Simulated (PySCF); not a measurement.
# Computed records: CH$_{5}$BGe

Calculation on a computer-drawn molecule: the log of a Hartree-Fock and frozen-core CCSD(T) single point meant for a local Hartree-Fock minimum, with one planted fault or none, to be diagnosed. Offsets are logged minus clean, where the clean run is the same molecule without the fault. The reference is restricted for singlets and unrestricted otherwise, and also for a bond in bohr or an excited solution. Adding or removing an electron swaps singlet and doublet. The excited solution moves the top pair (singlet) or top alpha electron (doublet) to the lowest empty orbital. Highest occupied and lowest empty are orbital energies over both spins, largest force is the largest gradient component, triples share is (T) over the correlation energy, the T1 limit is 0.02 restricted and 0.045 unrestricted, electrons count all cores, a negative frequency is imaginary (commonest isotopes), and the dipole is about the centre of nuclear charge; on germanium a core potential holds 10 electrons, which the energies leave out, and 3d is frozen in MP2 and coupled-cluster steps. Program: PySCF 2.14.0.

```xyz
8
formula=CH5BGe meant_charge=0 meant_multiplicity=1 meant_basis=cc-pVDZ meant_basis_and_core_potential_on_germanium=cc-pVDZ-PP_ECP10MDF logged_electrons=48 logged_basis_functions=76 logged_SCF_converged=yes logged_spin_squared=2.0217 logged_highest_occupied=-6.4949 logged_lowest_empty=-0.32364 logged_largest_force=0.093716 logged_T1_diagnostic=0.015941 logged_D1_diagnostic=0.074398 logged_triples_share=0.025113 logged_CC_converged=yes logged_dipole_magnitude=1.0217 logged_SCF_stable_within_its_kind=yes logged_energy_HF=-358.70971 logged_energy_CCSD(T)=-359.04561 possible_faults=no_fault,one_electron_removed,one_electron_added,multiplicity_raised_by_two,geometry_at_a_saddle_point,SCF_held_on_an_excited_solution,minimal_basis_STO-3G,one_bond_length_entered_in_bohr,all_coordinates_scaled planted_fault=multiplicity_raised_by_two HF_energy_offset_from_clean_run=40.44 CCSD(T)_energy_offset_from_clean_run=63.32
B     -1.8820     1.5344     1.4840
C     -0.5611     1.1447     0.8314
Ge     0.2621    -0.3359     1.3783
H     -2.4810     2.5239     1.1503
H     -2.3544     0.8479     2.3567
H     -0.0965     1.7286     0.0444
H      1.5841    -0.8597     0.8254
H     -0.3000    -1.2271     2.4731
```

Units: logged_highest_occupied, logged_lowest_empty in eV; logged_largest_force in hartree/bohr; logged_dipole_magnitude in debye; logged_energy_HF, logged_energy_CCSD(T) in hartree; HF_energy_offset_from_clean_run, CCSD(T)_energy_offset_from_clean_run in kcal/mol.

Drawn bonds:
```csv
atom,other atom,order
1,2,1
2,3,2
1,4,1
1,5,1
2,6,1
3,7,1
3,8,1
```
